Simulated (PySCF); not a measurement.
Ionisation energy of Er⁵⁷⁺ by level of theory

Er⁵⁷⁺ [Ne] 3s1 (2S) → Er⁵⁸⁺ [Ne] (1S), as a difference of total energies. Calculation: PySCF 2.14, in an even-tempered Gaussian basis (17 s from 15 bohr⁻², ratio 2.5; 12 p from 19 bohr⁻², ratio 2.5; 4 d from 69 bohr⁻², ratio 2.7; 4 f from 100 bohr⁻², ratio 2.7); the spin-free X2C one-electron Hamiltonian (Gaussian nucleus). Correlated levels: outer shells: 1s2 frozen; virtual orbitals above 40 to 60 times the deepest correlated orbital energy dropped. The calculations carry no spin-orbit coupling.

| method | ionisation energy (eV) |
| --- | --- |
| UHF | 5817.2 |
| LDA | 5820.6 |
| PBE | 5825.3 |
| PBE0 | 5823.4 |
| r2SCAN | 5816.1 |
| r2SCANh | 5816.3 |
| BHandHLYP | 5822.2 |
| MP2 (outer shells) | 5818.0 |
| SCS-MP2 (outer shells) | 5817.8 |

Breit and QED terms and the two-electron picture change are absent.

For comparison: 5815 ± 6 eV (theoretical estimate listed by NIST; NIST Atomic Spectra Database, ionization energies).
